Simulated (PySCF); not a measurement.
C3H8Ge, SMILES C=C[CH2][GeH3]. The structure is a stationary point at PBE-D3(BJ)/def2-SVP. One conformer was computed; it need not be the lowest.

Method: PBE-D3(BJ)/def2-SVP run with PySCF.

Harmonic wavenumbers (cm⁻¹): 83, 117, 203, 385, 473, 501, 535, 708, 790, 796, 854, 858, 880, 923, 986, 1027, 1117, 1171, 1270, 1362, 1394, 1662, 2066, 2082, 2091, 2985, 3048, 3064, 3072, 3169. Rotational constants (GHz): 14.38, 1.937, 1.865; symmetry number 1.

**Question.** Work out the zero-point energy and the ideal-gas rigid-rotor harmonic-oscillator thermochemistry at 298.15 K and 1 atm.

**Answer.** ZPE = ½ Σ hcν = ½ × 39672 cm⁻¹ = 56.71 kcal/mol. H − E(el) = 61.39 kcal/mol. Entropy in cal/(mol K): translation 40.18, rotation 26.23, vibration 13.76, total 80.17. G − E(el) = 37.48 kcal/mol. Cp = 24.87 cal/(mol K). Modes under 150 cm⁻¹ make the vibrational entropy uncertain.
